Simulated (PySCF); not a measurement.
C2H7BFN, SMILES CN(C)BF. Atoms are numbered in the order given.

```xyz
12

B      0.7410    -0.8337     0.0000
H      1.9469    -0.8681     0.0000
F      0.0592    -1.9903     0.0000
N      0.0517     0.3825     0.0000
C     -1.3972     0.4694     0.0000
C      0.7379     1.6585     0.0000
H     -1.7627     1.0115    -0.8914
H     -1.7627     1.0115     0.8914
H     -1.8343    -0.5370     0.0000
H      0.4717     2.2570     0.8909
H      0.4717     2.2570    -0.8909
H      1.8252     1.5037     0.0000
```

The structure is a stationary point at B3LYP-D3(BJ)/def2-SVP. The structure was generated by enumeration, and PubChem lists no compound with its InChIKey, so it may never have been made. Other conformers were not sampled.

Computed with PBE/pcSseg-1 (PySCF).

GIAO shieldings, no solvent; atoms listed in one row are averaged. δ = σ(ref) − σ: ¹¹B against BF3 (σ = 83.9 ppm); ¹H against TMS (σ = 31.49 ppm); ¹⁹F against CFCl3 (σ = 133.6 ppm); ¹⁵N against NH3 (σ = 267.0 ppm); ¹³C against TMS (σ = 182.0 ppm), references at their B3LYP-D3(BJ)/def2-TZVP geometries, non-relativistic.

Computed chemical shifts:
```json
[
 {"nucleus": "¹¹B", "atoms": "B1", "count": "1", "δ (ppm)": "13.3"},
 {"nucleus": "¹H", "atoms": "H2", "count": "1", "δ (ppm)": "4.67"},
 {"nucleus": "¹H", "atoms": "H7, H8, H9, H10, H11, H12", "count": "6", "δ (ppm)": "3.03"},
 {"nucleus": "¹⁹F", "atoms": "F3", "count": "1", "δ (ppm)": "-127.7"},
 {"nucleus": "¹⁵N", "atoms": "N4", "count": "1", "δ (ppm)": "117.2"},
 {"nucleus": "¹³C", "atoms": "C6", "count": "1", "δ (ppm)": "42.9"},
 {"nucleus": "¹³C", "atoms": "C5", "count": "1", "δ (ppm)": "37.8"}
]
```
